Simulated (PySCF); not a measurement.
Zr+: multiplets, ligand field and magnetism

The free ion Zr+ in its d3 configuration. Only this configuration is treated; at so low a charge one with s electrons may lie lower or mix in.

Method (PySCF 2.14, density fitting): CASSCF(3,5) with orbitals averaged over all microstates of the shell, strongly contracted NEVPT2 on the averaged canonical orbitals; basis x2c-TZVPall; spin-free X2C; gas phase; spin-orbit coupling by state interaction with the mean-field operator over all roots.

Spin-free states:

```json
{"2S+1": "4", "deg.": "7", "free-ion term": "4F 1.00", "CASSCF / cm⁻¹": "0", "NEVPT2 / cm⁻¹": "0"}
{"2S+1": "4", "deg.": "3", "free-ion term": "4P 1.00", "CASSCF / cm⁻¹": "8548", "NEVPT2 / cm⁻¹": "7289"}
{"2S+1": "2", "deg.": "9", "free-ion term": "2G 1.00", "CASSCF / cm⁻¹": "8888", "NEVPT2 / cm⁻¹": "7561"}
{"2S+1": "2", "deg.": "3", "free-ion term": "2P 1.00", "CASSCF / cm⁻¹": "11738", "NEVPT2 / cm⁻¹": "8477"}
{"2S+1": "2", "deg.": "5", "free-ion term": "2D 1.00", "CASSCF / cm⁻¹": "12814", "NEVPT2 / cm⁻¹": "10280"}
{"2S+1": "2", "deg.": "11", "free-ion term": "2H 1.00", "CASSCF / cm⁻¹": "11738", "NEVPT2 / cm⁻¹": "10580"}
{"2S+1": "2", "deg.": "7", "free-ion term": "2F 1.00", "CASSCF / cm⁻¹": "20285", "NEVPT2 / cm⁻¹": "16958"}
{"2S+1": "2", "deg.": "5", "free-ion term": "2D 1.00", "CASSCF / cm⁻¹": "32010", "NEVPT2 / cm⁻¹": "26814"}
```

Energies are counted from the ground state at NEVPT2 level. Weights follow the labels.

Ligand-field fit:

```csv
cm⁻¹,CASSCF,NEVPT2
B,570,484
C,2203,1828
```

Spin-orbit constant ζ = 332 cm⁻¹.

## Spin-orbit levels

| E / cm⁻¹ | deg. | J | make-up |
| --- | --- | --- | --- |
| 0.0 | 4 | 3/2 | 1.00 4F |
| 301.5 | 6 | 5/2 | 1.00 4F |
| 698.4 | 8 | 7/2 | 1.00 4F |
| 1171.0 | 10 | 9/2 | 0.99 4F |
| 7590.1 | 4 | 3/2 | 0.83 4P + 0.16 2P |
| 7597.1 | 2 | 1/2 | 0.92 4P + 0.08 2P |
| 8021.1 | 8 | 7/2 | 1.00 2G |
| 8137.4 | 6 | 5/2 | 0.99 4P |
| 8400.5 | 10 | 9/2 | 0.96 2G + 0.04 2H |
| 9091.5 | 2 | 1/2 | 0.92 2P + 0.08 4P |

Only the lowest levels are listed: 60 of 120 states.

Magnetism:

The lowest spin-orbit level is 4-fold with J = 3/2; the next lies at 301.5 cm⁻¹. μeff is 2.54 μB at 300 K and 0.84 μB at 10 K; the free-ion value g_J√(J(J+1)) for the Hund's-rule level J = 3/2 is 0.77 μB.

```
T / K  χT / cm³ K mol⁻¹  μeff / μB
    2             0.078       0.79
    5             0.082       0.81
   10             0.089       0.84
   20             0.103       0.91
   30             0.117       0.97
   50             0.145       1.08
   75             0.184       1.21
  100             0.232       1.36
  150             0.356       1.69
  200             0.501       2.00
  250             0.653       2.29
  300             0.808       2.54
```

Powder magnetisation at 2 K: 0.04 μB at 0.5 T, 0.07 μB at 1 T, 0.14 μB at 2 T, 0.20 μB at 3 T, 0.31 μB at 5 T, 0.40 μB at 7 T.

The job took 7.6 s on one thread of Arm Neoverse N1 (shared host), with 63 basis functions, launched as `OMP_NUM_THREADS=1 python lf_run.py task.json out`.
